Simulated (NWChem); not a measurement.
Species: ZnHOI; SMILES [OH][Zn][I]

```xyz
4

Zn     0.0184     1.2213     0.0000
I     -0.0084    -1.2091     0.0000
O     -0.1098     3.0025     0.0000
H      0.7694     3.4254     0.0000
```
Atoms are numbered in this order, from 1.

Results from NWChem. Geometry: optimised at PBE-D3(BJ)/def2-SVP. def2 effective core potentials on I; no spin-orbit coupling.

For level PBE0/STO-3G (all-electron, non-relativistic):

```
Item                         Result
---------------------------  ------
highest occupied level (eV)   -0.63
orbital gap (eV)               2.54
dipole (D)                     3.05
```

Problem. How do the values read with level PBE0/def2-SVP (core potentials) instead?

Solution. highest occupied level (eV): -7.60
orbital gap (eV): 6.22
dipole (D): 1.66
